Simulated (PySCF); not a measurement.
A structure optimised at B3LYP-D3(BJ)/def2-SVP, used in a PySCF frequency run:

```xyz
9

In     0.1191     0.0095     0.0000
Cl    -0.7639    -2.1956     0.0000
C     -1.0726     1.7785     0.0000
C     -0.5220     2.9983     0.0000
H     -2.1623     1.6660     0.0000
H     -1.1420     3.9043     0.0000
H      0.5609     3.1618     0.0000
O      2.1211     0.0402     0.0000
H      2.4923    -0.8537     0.0000
```

### Question
Write its SMILES, formula and point group.

### Answer
C=[CH][In]([OH])[Cl], C₂H₄ClInO, Cs

### Question
What are its rotational constants (standard atomic weights)?

### Answer
4.0935, 1.4615, 1.0770 GHz
